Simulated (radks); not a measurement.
Results of a calculation; reference values are marked as such.
Problem. Excited configurations of Cs2+: one electron is placed in a higher orbital outside [Kr] 4d10 5s2 5p4. The ground configuration is [Kr] 4d10 5s2 5p5. Level of theory: scalar-relativistic Kohn-Sham, PBEsol, spin-polarised, spherical densities, point nucleus; open shells are filled with parallel spins first (spin-orbit coupling, left out, can overturn this in heavy ions) (a radial shooting solver on a logarithmic mesh with Libxc functionals). Excitation = E - E(ground); binding = E(ion) - E, where the ion is the core of charge +3; n* = 3/sqrt(2 binding) in atomic units, and the quantum defect is n - n*.

| outer orbital | excitation (eV) | binding (eV) | n* | quantum defect | eigenvalue (eV) | <r> (bohr) |
|---|---|---|---|---|---|---|
| 4f | 20.251 | 13.192 | 3.047 | 0.953 | -8.162 | 2.170 |
| 5d | 15.475 | 17.968 | 2.611 | 2.389 | -14.181 | 2.788 |
| 6s | 16.758 | 16.685 | 2.709 | 3.291 | -14.234 | 3.851 |
| 6p | 20.234 | 13.209 | 3.045 | 2.955 | -11.241 | 4.562 |
| 6d | 24.460 | 8.984 | 3.692 | 2.308 | -7.581 | 6.199 |
| 6f | 28.348 | 5.095 | 4.902 | 1.098 | -4.239 | 10.38 |
| 7s | 24.400 | 9.044 | 3.680 | 3.320 | -7.817 | 7.061 |
| 7p | 25.811 | 7.632 | 4.005 | 2.995 | -6.553 | 8.071 |
| 7f | 29.809 | 3.634 | 5.805 | 1.195 | -3.099 | 15.52 |

Estimate the row for 7d.

Solution. excitation (eV) 27.799; binding (eV) 5.644; n* 4.658; quantum defect 2.342; eigenvalue (eV) -4.823; <r> (bohr) 10.36. The Delta-SCF ionisation energy is 33.443 eV (NIST Atomic Spectra Database: 33.195 eV, semi-empirical). Self-interaction in the functional shifts the binding energies and quantum defects, so they are the method's values and not measured ones. Open shells are spherical and high-spin; term and fine-structure splittings are not resolved. Spin-orbit splitting is averaged out at the scalar-relativistic level.
